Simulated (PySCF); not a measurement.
A structure optimised at PBE-D3(BJ)/def2-SVP, used in a PySCF frequency run:

```xyz
9

C     -1.6847    -0.9270     0.0000
C     -0.2410    -0.5471     0.0000
Br     0.1626     1.3165     0.0000
C      0.7981    -1.4039     0.0000
F      0.6003    -2.7356     0.0000
H     -2.2040    -0.5229     0.8935
H     -1.7802    -2.0300     0.0000
H     -2.2040    -0.5229    -0.8935
H      1.8599    -1.1131     0.0000
```
Charge 0, spin multiplicity 1.

Q: Write its SMILES, formula and point group.

A: C/C(Br)=C\F, C₃H₄BrF, Cs

Q: What are its rotational constants (standard atomic weights)?

A: 7.3122, 1.5580, 1.2949 GHz
